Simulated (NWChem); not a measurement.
System: BeNH$_{2}$I; SMILES [NH2][Be][I]

```xyz
5

Be     0.0003     1.5564     0.0005
I      0.0016    -0.6246     0.0013
N     -0.0009     3.0524    -0.0010
H     -0.8284     3.6399    -0.0038
H      0.8256     3.6414    -0.0040
```
Atoms are numbered in this order, from 1.

Level: PBE0/def2-SVP with def2 effective core potentials on I (NWChem), optimised geometry, unscaled harmonic frequencies. def2 effective core potentials on I; no spin-orbit coupling.

### Question
List the harmonic frequencies with IR intensities, and the thermochemistry.

### Answer
```json
[
 {"frequency (cm⁻¹)": "212", "IR intensity (km/mol)": "2.7"},
 {"frequency (cm⁻¹)": "242", "IR intensity (km/mol)": "0.3"},
 {"frequency (cm⁻¹)": "370", "IR intensity (km/mol)": "8.8"},
 {"frequency (cm⁻¹)": "462", "IR intensity (km/mol)": "210.0"},
 {"frequency (cm⁻¹)": "652", "IR intensity (km/mol)": "74.3"},
 {"frequency (cm⁻¹)": "1283", "IR intensity (km/mol)": "284.9"},
 {"frequency (cm⁻¹)": "1534", "IR intensity (km/mol)": "127.7"},
 {"frequency (cm⁻¹)": "3620", "IR intensity (km/mol)": "79.5"},
 {"frequency (cm⁻¹)": "3702", "IR intensity (km/mol)": "47.8"}
]
```

| Quantity | Result |
|---|---|
| zero-point energy | 17.3 kcal/mol |
| thermal correction to the enthalpy at 298.15 K (with zero-point energy) | 20.7 kcal/mol |
| heat capacity Cv | 13.6 cal/(mol K) |
| entropy at 298.15 K and 1 atm (symmetry number 2) | 68.3 cal/(mol K) |

Rigid rotor and harmonic oscillator.
